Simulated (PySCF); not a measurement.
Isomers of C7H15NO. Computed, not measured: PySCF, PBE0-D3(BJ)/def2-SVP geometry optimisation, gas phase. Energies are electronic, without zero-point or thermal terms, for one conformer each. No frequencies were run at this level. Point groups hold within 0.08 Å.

Problem. Order them by energy at this level, lowest first, and give relative energies in kcal/mol.
A. `[CH3:1][C:2](=[O:3])[NH:4][CH2:5][CH2:6][CH:7]([CH3:8])[CH3:9]` with C1–C2–N4–C5 176°, C2–N4–C5–C6 -110°, N4–C5–C6–C7 -178°, C5–C6–C7–C8 -62°
B. `[CH3:1][CH2:2][CH2:3][N:4]([CH3:5])[C:6](=[O:7])[CH2:8][CH3:9]` with C1–C2–C3–N4 56°, C2–C3–N4–C5 67°, C3–N4–C6–O7 -5°, N4–C6–C8–C9 -178°
C. `[CH3:1][CH:2]([CH3:3])[C:4]([CH3:5])([CH3:6])[NH:7][CH:8]=[O:9]` with C1–C2–C4–C5 -55°, C2–C4–N7–C8 -177°, C4–N7–C8–O9 3°
D. `[CH2:1]=[N:2][C:3]([CH3:4])([CH3:5])[O:6][CH:7]([CH3:8])[CH3:9]` with C1–N2–C3–C4 103°, N2–C3–O6–C7 -77°, C3–O6–C7–C8 143°

Solution. A (0.0), C (4.4), B (5.1), D (37.4).

As drawn, the lowest has a C=O bond, an N–H bond and a C(=O)–N unit, which the highest lacks; the highest has a C=N bond, which the lowest lacks. Neighbours under 2.5 kcal/mol apart (CC(C)C(C)(C)NC=O and CCCN(C)C(=O)CC) can change places with a better method, another conformer or zero-point energy.

```
          SMILES      E (Eh)  E rel (kcal/mol)  dipole (D)  point group       A, B, C (MHz)
  CC(=O)NCCC(C)C  -405.02915               0.0        3.58           C1  3783, 635.6, 587.4
CC(C)C(C)(C)NC=O  -405.02214               4.4        3.75           C1   2740, 1086, 970.8
  CCCN(C)C(=O)CC  -405.02102               5.1        3.44           C1   2555, 1013, 885.7
C=NC(C)(C)OC(C)C  -404.96956              37.4        1.20           C1    2189, 1287, 1028
```
